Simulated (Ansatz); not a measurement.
AlH6OPSi. The species carries charge 0 and has multiplicity 1. The bonds changed during the relaxation, so this is another structure than the one it started from.

Cartesian coordinates in Å:
```
Al 0.2989 -0.2180 2.3522
O -0.4596 0.7326 1.0678
P 0.6597 0.3094 -0.0435
Si -0.5100 -0.2162 -1.9018
H -0.2704 -1.6702 2.5990
H 1.3015 0.5407 3.3081
H 1.2081 1.5419 -0.4934
H -1.4806 0.8575 -2.2347
H 0.4761 -0.3855 -3.0012
H -1.2237 -1.4922 -1.6525
```

(1) List the harmonic frequencies (cm⁻¹, unscaled) at PBE0-D4/def2-TZVP in Ansatz. (Best estimate.)

(2) Is this a minimum?

(3) Give the ideal-gas thermochemistry at 298.15 K and 1 bar (rigid rotor, harmonic oscillator; point group C1, symmetry number 1).

(4) Rotational constants (cm⁻¹)?

Answers

(1) Computed: 74, 107, 136, 192, 235, 433, 480, 529, 553, 585, 692, 761, 770, 847, 882, 923, 931, 947, 1945, 1954, 2223, 2239, 2251, 2373.

(2) Yes, all 24 modes are real.

(3) Zero-point energy 137.9 kJ/mol; H(298) − E = 160.7 kJ/mol; entropy 359.3 J/(mol·K), of which translation 167.3, rotation 112.9, vibration 79.1; G(298) − E = 53.6 kJ/mol. Modes under 100 cm⁻¹ are hindered rotations or soft bends, so the harmonic entropy is rough.

(4) 0.3477, 0.05185, 0.05039.
